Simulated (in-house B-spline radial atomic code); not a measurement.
Excitations of the manganese ion Mn¹³⁺ by several methods

Full response, energies in eV; labels give the largest channel, * marks a mixed state, a dash one above the method's threshold, and an imaginary frequency an unstable closed-shell reference. Computed with a B-spline radial code for spherical atoms: linear response of the closed shell [Ne] 3s2 with each method's own kernel (bare exchange for TDHF, static screening on G0W0 levels for BSE, the adiabatic kernel for functionals); scalar-relativistic (spin-free one-electron X2C), finite nucleus, no spin-orbit coupling, no double excitations, S, P, D and F terms only.

| method | 3s → 3p 3P | 3s → 3p 1P | 3s → 3d 3D | α (bohr³) |
| --- | --- | --- | --- | --- |
| TDHF | ? | ? | ? | ? |
| PBE | ? | ? | ? | ? |
| RPBE | 26.886 | 40.37 | 74.11 | 0.3832 |
| LC-wPBE | 27.667 | 40.87 | 74.82 | 0.373 |
| CAM-B3LYP | 26.725 | 40.76 | 74.92 | 0.3754 |
| BSE on G0W0@HF | 27.416 | 41.19 | 80.40 | 0.3672 |

Task: What does PBE give?

Result: 3s → 3p 3P: 27.459; 3s → 3p 1P: 40.71; 3s → 3d 3D: 74.62; α: 0.3757 (eV, bohr³).

Task: What does TDHF give?

Result: 3s → 3p 3P: 25.201; 3s → 3p 1P: 40.15; 3s → 3d 3D: 76.76; α: 0.3969 (eV, bohr³).
